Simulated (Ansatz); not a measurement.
Two structures of GaH4O2F, closed shell, reached by relaxing down either side of one saddle point (PBE0-D4/def2-TZVP). Energies are electronic, without zero-point energy. Computed with Ansatz 0.2.0 (basis: def2-TZVPP and def2-QZVPP); correlated methods freeze the cores. Filled d shells of the heavier atoms are correlated. The def2 sets are not built for correlating such inner shells, so the correlated values are less sure here. Extrapolation: Hartree–Fock as exp(−7.88 √X), correlation as X^−2.97. First:

```xyz
8
angstrom
Ga -0.1548 -0.4700 -0.2787
H 1.1478 -1.2213 0.1545
O -0.3454 0.3609 -1.8433
O -1.7133 -0.6196 0.5719
H 1.5379 1.2147 1.3651
F 0.7209 1.4266 0.9873
H 0.4648 0.4151 -2.3520
H -1.6579 -1.1066 1.3952
```

Second:

```json
{"atom": "Ga1", "x (Å)": "-0.4982", "y (Å)": "0.2569", "z (Å)": "-0.1777"}
{"atom": "H2", "x (Å)": "1.6195", "y (Å)": "-0.9649", "z (Å)": "0.5249"}
{"atom": "O3", "x (Å)": "-0.0789", "y (Å)": "0.0942", "z (Å)": "-1.8834"}
{"atom": "O4", "x (Å)": "-1.5099", "y (Å)": "-0.9318", "z (Å)": "0.6439"}
{"atom": "H5", "x (Å)": "1.7259", "y (Å)": "-0.2989", "z (Å)": "0.8559"}
{"atom": "F6", "x (Å)": "-0.0061", "y (Å)": "1.7040", "z (Å)": "0.6884"}
{"atom": "H7", "x (Å)": "0.4396", "y (Å)": "0.8343", "z (Å)": "-2.2082"}
{"atom": "H8", "x (Å)": "-1.6919", "y (Å)": "-0.6940", "z (Å)": "1.5562"}
```

Q: Which bonds change from the first to the second?

A: GaH₃O₂ ([OH][GaH][OH]) + HF → GaH₂O₂F ([OH][Ga]([OH])[F]) + H₂; bonds formed: Ga1–F6, H2–H5; bonds broken: Ga1–H2, H5–F6.

Q: Give the saddle point's structure and its height above each. (To be estimated.)

A: Computed: 70.8 kJ/mol above the first and 120.3 kJ/mol above the second (CCSD(T) at an estimated basis limit (MP2 extrapolated from triple and quadruple zeta, plus CCSD(T) − MP2 in triple zeta)).
```
8
angstrom
Ga -0.2423 -0.1277 -0.1891
H 1.3149 -0.6587 0.4751
O -0.2403 0.2122 -1.9220
O -1.6665 -0.8134 0.5981
H 1.2409 0.3085 0.8281
F 0.6259 1.3117 0.8898
H 0.5556 0.6491 -2.2313
H -1.5880 -0.8819 1.5516
```

No T1 diagnostic of these runs exceeds 0.015.

Labels in which every atom is bracketed show which atoms are joined, not bond orders.

For scale, one of the runs: CCSD(T)/def2-TZVPP, 197 basis functions (an equivalent command: `ansatz run in.yaml --threads 4`). Time: 92 s of wall clock on 4 CPU threads; the host was shared. Peak host memory: 2.5 GiB.
